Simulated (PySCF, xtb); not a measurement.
C3H8OSi2, SMILES [SiH3][C@H]1OC=C[SiH2]1.

xtb with GFN2-xTB at its own geometry gives an orbital gap of 3.99 eV and a dipole moment of 0.63 D.

Geometry: B3LYP-D3(BJ)/def2-SVP. The structure was generated by enumeration; whether it is a known compound was not checked. Other conformers were not sampled.

**Question.** What does PBE/def2-TZVP (PySCF) give? (An estimate is asked for; the answer gives what the named calculation found.)

**Answer.** gap 4.60 eV (levels -5.58 and -0.99 eV), dipole 0.46 D.
